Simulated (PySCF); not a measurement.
B(vinyl)(OH)(OMe) (C3H7BO2), SMILES C=CB(O)OC. Geometry optimised at PBE0-D3(BJ)/def2-SVP. The values are those of a single conformer.

Question: Give the equilibrium geometry at PBE0-D3(BJ)/def2-SVP (PySCF confirms it by a frequency run) as a Z-matrix. (The exact figures need the calculation; the answer reports its results.)

Answer: Several could match; the one computed here: 
```
B
O 1 1.3619
H 2 0.9642 1 110.61
O 1 1.3644 2 116.48 3 -0.43
C 4 1.3984 1 126.35 2 -174.49
H 5 1.1004 4 108.51 1 152.53
H 5 1.1020 6 108.57 4 122.25
H 5 1.1036 6 107.78 7 117.24
C 1 1.5684 2 116.67 3 -179.78
C 9 1.3393 1 127.14 2 -149.80
H 10 1.0947 9 122.50 1 -2.58
H 10 1.0955 11 115.53 9 -178.59
H 9 1.0979 10 117.11 11 -177.79
```
Charge 0, spin multiplicity 1.
